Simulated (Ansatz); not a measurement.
System: CH3BBr, net charge 0, doublet state. It need not be the lowest isomer of its formula. 
Coordinates optimised at B3LYP-D3(BJ)/def2-TZVP (Ansatz, a quantum-chemistry and plane-wave program):
SMILES: C[B]Br
```xyz
6

B      0.1134    -1.1971    -0.0066
C     -1.0348    -1.9471     0.7032
Br     0.2732     0.6873    -0.1985
H     -0.7966    -1.9517     1.7756
H     -1.1222    -2.9889     0.3926
H     -2.0026    -1.4484     0.5929
```
Charge 0, spin multiplicity 2.

Basis-set convergence of Hartree-Fock and CCSD(T) correlation energies (hartree) with Ansatz. Correlated levels leave the core frozen unless marked. Open shells are spin-unrestricted. Spin-orbit coupling is left out. The frozen core is the preceding noble-gas configuration, with the filled d and f shells of earlier blocks. Non-relativistic.

| basis | functions | E(HF) | E(corr, CCSD(T)) |
|---|---|---|---|
| cc-pVDZ | 70 | -2636.67098 | -0.36404 |
| cc-pVTZ | 145 | -2636.76395 | -0.46387 |
| cc-pVQZ | 268 | -2636.77083 | -0.49624 |

Extrapolating the two largest sets (X = 3 and 4) as X^-3: E(corr) = (64·(-0.49624) - 27·(-0.46387))/37 = -0.5199 Eh, an estimate of the basis-set limit. The largest set recovers 95.5 % of it, the smallest 70.0 %.
